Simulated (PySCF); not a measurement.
Bond stretch in CuCl, singlet.

- UKS-PBE0 = unrestricted PBE0/def2-TZVP in PySCF
- RKS-LDA (SVWN5) = restricted LDA (SVWN5)/def2-TZVP (PySCF)
- RCCSD = CCSD on RHF/def2-TZVP, 10 core orbitals frozen in PySCF
- UHF/def2-TZVP (PySCF)

Energies are in eV, each relative to the lowest point of its own curve near equilibrium.

```json
[
 {"R / Å": "1.66", "UKS-PBE0": "2.353", "RKS-LDA (SVWN5)": "[?]", "RCCSD": "2.591", "UHF": "3.206"},
 {"R / Å": "1.75", "UKS-PBE0": "1.218", "RKS-LDA (SVWN5)": "[?]", "RCCSD": "1.390", "UHF": "1.860"},
 {"R / Å": "1.86", "UKS-PBE0": "[?]", "RKS-LDA (SVWN5)": "0.251", "RCCSD": "0.541", "UHF": "0.849"},
 {"R / Å": "1.95", "UKS-PBE0": "0.127", "RKS-LDA (SVWN5)": "0.039", "RCCSD": "0.183", "UHF": "0.375"},
 {"R / Å": "2.02", "UKS-PBE0": "[?]", "RKS-LDA (SVWN5)": "0.000", "RCCSD": "0.046", "UHF": "0.160"},
 {"R / Å": "2.08", "UKS-PBE0": "0.000", "RKS-LDA (SVWN5)": "0.029", "RCCSD": "0.000", "UHF": "0.054"},
 {"R / Å": "2.15", "UKS-PBE0": "0.032", "RKS-LDA (SVWN5)": "0.113", "RCCSD": "0.007", "UHF": "0.000"},
 {"R / Å": "2.21", "UKS-PBE0": "0.096", "RKS-LDA (SVWN5)": "0.217", "RCCSD": "0.053", "UHF": "0.001"},
 {"R / Å": "2.30", "UKS-PBE0": "0.237", "RKS-LDA (SVWN5)": "0.410", "RCCSD": "0.170", "UHF": "0.061"},
 {"R / Å": "2.43", "UKS-PBE0": "0.499", "RKS-LDA (SVWN5)": "0.731", "RCCSD": "0.406", "UHF": "0.233"},
 {"R / Å": "2.55", "UKS-PBE0": "[?]", "RKS-LDA (SVWN5)": "1.043", "RCCSD": "0.664", "UHF": "0.443"},
 {"R / Å": "2.78", "UKS-PBE0": "1.301", "RKS-LDA (SVWN5)": "1.622", "RCCSD": "1.191", "UHF": "0.904"},
 {"R / Å": "3.15", "UKS-PBE0": "2.064", "RKS-LDA (SVWN5)": "2.401", "RCCSD": "1.993", "UHF": "1.639"},
 {"R / Å": "3.43", "UKS-PBE0": "2.495", "RKS-LDA (SVWN5)": "2.851", "RCCSD": "2.514", "UHF": "2.129"},
 {"R / Å": "3.76", "UKS-PBE0": "2.825", "RKS-LDA (SVWN5)": "3.248", "RCCSD": "3.023", "UHF": "2.441"},
 {"R / Å": "4.20", "UKS-PBE0": "3.089", "RKS-LDA (SVWN5)": "—", "RCCSD": "3.538", "UHF": "2.524"},
 {"R / Å": "4.61", "UKS-PBE0": "3.233", "RKS-LDA (SVWN5)": "—", "RCCSD": "3.870", "UHF": "2.548"},
 {"R / Å": "5.13", "UKS-PBE0": "[?]", "RKS-LDA (SVWN5)": "—", "RCCSD": "—", "UHF": "2.558"},
 {"R / Å": "5.59", "UKS-PBE0": "3.395", "RKS-LDA (SVWN5)": "—", "RCCSD": "—", "UHF": "2.560"},
 {"R / Å": "6.29", "UKS-PBE0": "3.442", "RKS-LDA (SVWN5)": "—", "RCCSD": "—", "UHF": "2.561"},
 {"R / Å": "7.34", "UKS-PBE0": "3.476", "RKS-LDA (SVWN5)": "—", "RCCSD": "—", "UHF": "2.562"},
 {"R / Å": "8.35", "UKS-PBE0": "3.493", "RKS-LDA (SVWN5)": "—", "RCCSD": "—", "UHF": "2.562"}
]
```

Problem. Complete the blanks.

Solution. 
- 1.66, RKS-LDA (SVWN5): 1.895
- 1.75, RKS-LDA (SVWN5): 0.892
- 1.86, UKS-PBE0: 0.438
- 2.02, UKS-PBE0: 0.022
- 2.55, UKS-PBE0: 0.770
- 5.13, UKS-PBE0: 3.339

A dash means that the run gave no value there, or that the column was ended at a point which the program doubted or which failed a test of continuity chosen for this set; such a test can also cut sound points.

The unrestricted determinant behind UKS-PBE0 is spin-contaminated at 3.43 to 8.35 Å (<S²> up to 0.8, against 0.00 for a pure singlet). At the longest distance UKS-PBE0 leaves fractional charges on the fragments, a sign of delocalisation error or of the restricted form. The restricted form behind RKS-LDA (SVWN5) keeps the bonding electrons paired and can't separate into open-shell fragments. The T1 diagnostic of CCSD on the restricted reference of RCCSD exceeds 0.045 at 4.20 to 8.35 Å. The unrestricted determinant behind UHF is spin-contaminated at 3.76 to 8.35 Å (<S²> up to 1.0, against 0.00 for a pure singlet).
